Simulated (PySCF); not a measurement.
Isomers of [C5H11FN]+.

All values: PBE0/def2-SVPD (PySCF) at GFN2-xTB geometries, gas phase, one conformer each. Core orbitals are frozen in the response; Δα² is half the sum of the squared differences of the principal polarisabilities.

Question: Rank by HOMO energy, lowest first.
A. `[CH2:1]=[C:2]([F:3])[CH2:4][CH2:5][NH2+:6][CH3:7]` (charge +1) with C1–C2–C4–C5 -127°, C2–C4–C5–N6 -69°, C4–C5–N6–C7 178°
B. `[CH3:1][C@@H:2]1[NH2+:3][CH2:4][C@@H:5]1[CH2:6][F:7]` (charge +1) with C4–C5–C6–F7 -43°, C1–C2–N3–C4 -142°, C2–N3–C4–C5 18°, N3–C4–C5–C6 97°, C1–C2–C5–C4 136°
C. `[CH3:1][N+:2]1([CH3:3])[CH2:4][CH:5]([F:6])[CH2:7]1` (charge +1) with C1–N2–C4–C5 -103°, N2–C4–C5–F6 101°, C4–C5–C7–N2 11°, C1–N2–C7–C5 103°

Answer: C (-14.18 eV), B (-13.73 eV), A (-11.56 eV).

All values together:

```
                  SMILES  HOMO (eV)  LUMO (eV)  α (Å³)  Δα (Å³)
        C[N+]1(C)CC(F)C1     -14.18      -3.86    8.84     1.00
         C=C(F)CC[NH2+]C     -11.56      -4.33    9.76     4.33
C[C@@H]1[NH2+]C[C@@H]1CF     -13.73      -4.23    8.95     1.28
     FC[C@@H]1CCC[NH2+]1     -14.13      -4.32    8.95     1.73
```

Conformers: `[CH3:1][N+:2]1([CH3:3])[CH2:4][CH:5]([F:6])[CH2:7]1` (charge +1) with C1–N2–C4–C5 -103°, N2–C4–C5–F6 101°, C4–C5–C7–N2 11°, C1–N2–C7–C5 103°; `[CH2:1]=[C:2]([F:3])[CH2:4][CH2:5][NH2+:6][CH3:7]` (charge +1) with C1–C2–C4–C5 -127°, C2–C4–C5–N6 -69°, C4–C5–N6–C7 178°; `[CH3:1][C@@H:2]1[NH2+:3][CH2:4][C@@H:5]1[CH2:6][F:7]` (charge +1) with C4–C5–C6–F7 -43°, C1–C2–N3–C4 -142°, C2–N3–C4–C5 18°, N3–C4–C5–C6 97°, C1–C2–C5–C4 136°; `[F:1][CH2:2][C@@H:3]1[CH2:4][CH2:5][CH2:6][NH2+:7]1` (charge +1) with F1–C2–C3–C4 69°, C2–C3–C4–C5 -157°, C3–C4–C5–C6 42°, C4–C5–C6–N7 -30°, C5–C6–N7–C3 6°.
